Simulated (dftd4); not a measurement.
C₄H₇ (SMILES [CH]1CCC1), doublet, at a GFN2-xTB geometry; dftd4 with D4 for b3lyp.

Here is a job for dftd4.
```
$ dftd4 mol.xyz --func b3lyp --charge 0 --json dftd4.json --noedisp --grad

# file mol.xyz
11

C      0.00788728     1.06774097     0.04664582
C     -0.00763800    -1.03399532    -0.04517160
C     -1.08467578     0.06806734     0.00750974
C      1.08556611     0.05246214    -0.00224423
H      0.01578849     2.13736921     0.09337410
H     -0.01599358    -1.62576582    -0.95751018
H     -0.00859656    -1.70312770     0.81208260
H     -1.73307724     0.04050504     0.89034144
H     -1.74043106     0.11741518    -0.86891810
H      1.74141305     0.01552159     0.87472563
H      1.73405923     0.09243173    -0.88453390
```

The log (banner, timings and long lists left out):

```
                    ____  _____ _____     ____  _  _
      -------------|  _ \|  ___|_   _|---|  _ \| || |------------
     |             | | | | |_    | | ___ | | | | || |_           |
     |             | |_| |  _|   | ||___|| |_| |__   _|          |
     |             |____/|_|     |_|     |____/   |_|            |
     |             ===================================           |
     |            E. Caldeweyher, S. Ehlert & S. Grimme          |
     |          Mulliken Center for Theoretical Chemistry        |
     |                    University of Bonn                     |
      -----------------------------------------------------------

Rational (Becke-Johnson) damping: b3lyp-D4-ATM
---------------------
  s6         1.0000
  s8         2.0293
  s9         1.0000
  a1         0.4087
  a2         4.5381
 alp        16.0000
--------------------

Dispersion energy:      -1.0602124215619E-02 Eh

Gradient norm:           5.1906153364968E-04 Eh/a0
--------------------------------------------------
     #    Z           dE/dx      dE/dy      dE/dz
--------------------------------------------------
     1    6 C     2.001E-07  2.709E-05  1.183E-06
     2    6 C    -1.632E-07 -2.209E-05 -9.650E-07
     3    6 C    -3.061E-04  9.072E-06  1.676E-06
     4    6 C     3.062E-04  4.669E-06 -1.076E-06
     5    1 H     9.471E-07  1.282E-04  5.601E-06
     6    1 H    -8.340E-07 -9.290E-05 -3.694E-05
     7    1 H    -5.596E-07 -9.577E-05  2.870E-05
     8    1 H    -9.990E-05  9.829E-06  3.104E-05
     9    1 H    -1.001E-04  1.246E-05 -2.923E-05
    10    1 H     1.003E-04  8.389E-06  3.014E-05
    11    1 H     1.001E-04  1.102E-05 -3.013E-05
--------------------------------------------------

Virial:
--------------------------------------------------
      component           x          y          z
--------------------------------------------------
          x       2.570E-03 -9.556E-06 -9.862E-06
          y      -9.556E-06  1.217E-03  3.964E-05
          z      -9.862E-06  3.964E-05  3.125E-04
--------------------------------------------------

[Info] Dispersion results written to 'dftd4.txt'
[Info] JSON dump of results written to 'dftd4.json'
```
